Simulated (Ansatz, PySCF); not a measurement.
Bond stretch in GeH, doublet.

UCCSDT(Q) = CCSDT(Q) on UHF/aug-cc-pVTZ, cores with 3d frozen (Ansatz, a first-principles code); UKS-BLYP = unrestricted BLYP/aug-cc-pVTZ in Ansatz; UKS-BP86/6-31G* = unrestricted BP86/6-31G*, spherical d (PySCF 2.14.0); FCI = full CI/aug-cc-pVTZ, cores with 3d frozen (Ansatz).

Energies relative to the lowest point of each curve near equilibrium, in mEh:

| R / Å | UCCSDT(Q) | UKS-BLYP | UKS-BP86/6-31G* |
|---|---|---|---|
| 1.19 | 81.7 | 80.8 | 85.5 |
| 1.38 | 17.3 | 17.9 | 19.8 |
| 1.43 | 9.7 | 10.3 | 11.7 |
| 1.60 | 0.0 | 0.0 | 0.1 |
| 1.68 | 1.2 | 0.6 | 0.4 |
| 1.85 | 10.1 | 8.3 | 7.9 |
| 2.64 | 71.4 | 68.2 | 70.7 |
| 3.56 | 101.8 | 101.6 | 104.5 |
| 3.91 | 104.4 | 105.6 | 108.0 |
| 4.86 | 105.9 | 109.4 | 110.7 |
| 5.69 | 106.1 | 109.8 | 111.0 |
| 6.49 | 106.1 | 109.9 | 111.1 |

Task: Predict the corresponding FCI column.

Result: 1.19: 81.7; 1.38: 17.3; 1.43: 9.7; 1.60: 0.0; 1.68: 1.2; 1.85: 10.1; 2.64: 71.3; 3.56: 101.8; 3.91: 104.5; 4.86: 106.3; 5.69: 106.5; 6.49: 106.6 (mEh).

The unrestricted determinant behind UCCSDT(Q) is spin-contaminated at 2.14 to 6.49 Å (<S²> up to 1.8, against 0.75 for a pure doublet). The unrestricted determinant behind UKS-BLYP, UKS-BP86/6-31G* is spin-contaminated at 2.87 to 6.49 Å (<S²> up to 1.8, against 0.75 for a pure doublet).
